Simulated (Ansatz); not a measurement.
Abridged output of a molecular run in Ansatz:

```
Functional definition: HF
2059 factors; integrals over basis functions are off by at most 1.5e-3 eV
mean field evaluation 1: about -16740.7864 eV, gradient 4.1e1 eV
mean field evaluation 2: about -16740.7942 eV, gradient 4.1e1 eV
mean field evaluation 4: about -16745.9954 eV, gradient 4.6e0 eV
mean field evaluation 8: about -16746.0676 eV, gradient 1.7e-4 eV
mean field -16746.06763233 eV, -615.4066345960 hartree, gradient 1.9e-6 eV, S^2 0.000000; 0 other end points of the search recorded, 0 dependent functions left out
12 core orbitals not correlated: weight in the atoms' cores, before any rotation towards them, 1.000 or more for the frozen orbitals, at most 0.000 for the correlated occupied ones
reference -16746.06763233 eV, -615.4066345960 hartree; 25, 25 occupied and 164, 164 virtual orbitals, 2059 factors
second order -31.21257767 eV of doubles, -0.00000000 eV of singles
cycle   1  -33.17713975 eV  change    -2.0e0 eV  update   1.1e-1
cycle   2  -34.06454886 eV  change   -8.9e-1 eV  update   3.3e-2
cycle   3  -34.18341033 eV  change   -1.2e-1 eV  update   1.1e-2
cycle   4  -34.18574555 eV  change   -2.3e-3 eV  update   3.0e-3
cycle   5  -34.18691119 eV  change   -1.2e-3 eV  update   9.3e-4
cycle   6  -34.18693425 eV  change   -2.3e-5 eV  update   3.0e-4
cycle   7  -34.18687156 eV  change    6.3e-5 eV  update   9.4e-5
cycle   8  -34.18686075 eV  change    1.1e-5 eV  update   3.4e-5
perturbative correction -1.08610108 eV, -0.0399134784 hartree
Total energy: -16781.34059416 eV, -616.7028920342 hartree
```

Its atoms:

Z-matrix (Å, degrees):
```
C
C 1 1.522
H 1 1.094 2 110.9
H 1 1.094 2 110.4 3 119.3
H 1 1.091 2 112.4 3 -120.7
P 2 1.860 1 111.1 3 54.8
C 2 1.524 1 110.2 3 -66.2
H 2 1.097 1 109.1 3 174.6
C 6 1.842 2 99.8 1 171.3
C 6 1.869 2 104.6 1 69.1
H 7 1.094 2 110.9 1 64.3
H 7 1.094 2 110.3 1 -54.9
H 7 1.091 2 112.3 1 -174.8
H 9 1.091 6 109.8 2 75.1
H 9 1.092 6 108.7 2 -167.8
H 9 1.094 6 113.4 2 -46.6
C 10 1.521 6 116.3 2 35.7
C 10 1.524 6 111.3 2 -93.7
H 10 1.098 6 101.5 2 152.6
H 17 1.093 10 111.4 6 -69.1
H 17 1.092 10 112.3 6 52.0
H 17 1.095 10 110.4 6 171.9
H 18 1.092 10 111.3 6 -50.3
H 18 1.092 10 111.8 6 70.0
H 18 1.094 10 110.5 6 -170.6
```

Question: Which basis set was used?
A. def2-QZVPP
B. def2-SVP
C. cc-pV(T+d)Z
D. def2-SVPD

Answer: B. It gives 201 functions.

Question: Write the keys of the input that set method, charge and spin (a neutral closed shell needs none for the last two).

Answer: 
```yaml
correlation: {method: ccsd_t}
```
